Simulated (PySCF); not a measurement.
**Gas-phase thermal properties of MgBr**

Method: PySCF energies (xtb for GFN2) plus ideal-gas RRHO corrections (1 bar). Table values come from the NASA 1993 polynomials. 6-31G* has spherical d functions here. Open shells (unrestricted): MgBr (multiplicity 2). GFN2 has no spin-polarisation term. B3LYP is the form with VWN-RPA correlation. Br: all electrons, no relativistic terms. The harmonic model lacks anharmonicity and excited electronic states, which grow with temperature; levels with a mode under 35 cm⁻¹ are left out. The table's entry may be an old estimate for MgBr (not checked at source).

```tsv
level	point group	σ	ZPE (kJ/mol)	S°298 (J/mol/K)	Cp298 (J/mol/K)	S°1000 (J/mol/K)	H1000 − H298 (kJ/mol)
table	-	-	-	244.9	35.6	289.6	26.0
B3LYP/6-31G*	C∞v	1	2.1	245.4	35.7	289.8	25.9
GFN2-xTB	C∞v	1	1.8	246.6	36.1	291.2	26.0
HF/6-31G*	C∞v	1	2.2	245.0	35.5	289.4	25.8
PBE/def2-SVP	C∞v	1	2.1	245.5	35.7	290.0	25.9
PBE0/def2-TZVP	C∞v	1	2.2	245.0	35.6	289.4	25.8
```
σ: rotational symmetry number. Electronic degeneracy used: 2. Frequencies are unscaled.
